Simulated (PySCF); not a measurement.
5-thiophen-2-ylpyrimidine (C₈H₆N₂S), SMILES c1(-c2cccs2)cncnc1.

Geometry: r2SCAN-D4/def2-SVP. Other conformers were not sampled.

All values below come from SMD-M06-2X/6-31G* in PySCF.

Solvation free energies are E(SMD) − E(gas) at the gas-phase geometry, for 1 M in both phases. In vacuum the dipole moment is 3.01 D.

```csv
solvent,ΔG(solv) (kcal/mol),its non-electrostatic (CDS) part,dipole (D)
water,-7.4,1.1,4.04
toluene,-8.7,-4.8,3.49
tetrahydrofuran,-9.7,-2.8,3.85
```
